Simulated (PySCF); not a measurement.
**GePb and its ions**

UHF-CCSD(T); PySCF, scalar-relativistic core potentials, basis sets Ge cc-pVDZ-PP with ECP10, Pb cc-pVDZ-PP with ECP60. Neutral (UHF): triplet (π ↑↑), Re = 2.683 Å, ωe = 203 cm⁻¹, De = 1.97 eV.

GePb⁺ (UHF): quartet (σ ↑, π ↑↑), Re = 2.705 Å, ωe = 181 cm⁻¹. The energies at the minima are -485.39000 hartree for GePb and -485.14313 for GePb⁺.

Work out the adiabatic ionisation energy, without and with harmonic zero-point energies (1 hartree = 27.2114 eV, 1 eV = 8065.5 cm⁻¹), and the change of the bond length.

At UHF-CCSD(T): 0.24687 hartree = 6.718 eV between the minima; the zero-point term (181.0 − 203.0)/2 cm⁻¹ = -0.001 eV makes it 6.716 eV. Re changes by +2.2 pm against the neutral. The electron leaves a σ orbital, and the small change of length marks it as nearly non-bonding.

Correlated steps freeze 8 core orbitals. Correlated levels converge slowly with the basis: in double zeta they bind strong bonds too weakly, by up to about 1 eV, and carry superposition errors of some tenths. These are scalar-relativistic numbers at best; spin–orbit coupling would shift them, the dissociation energy most. States were picked by a PBE0 search and need not be the measured ground states.
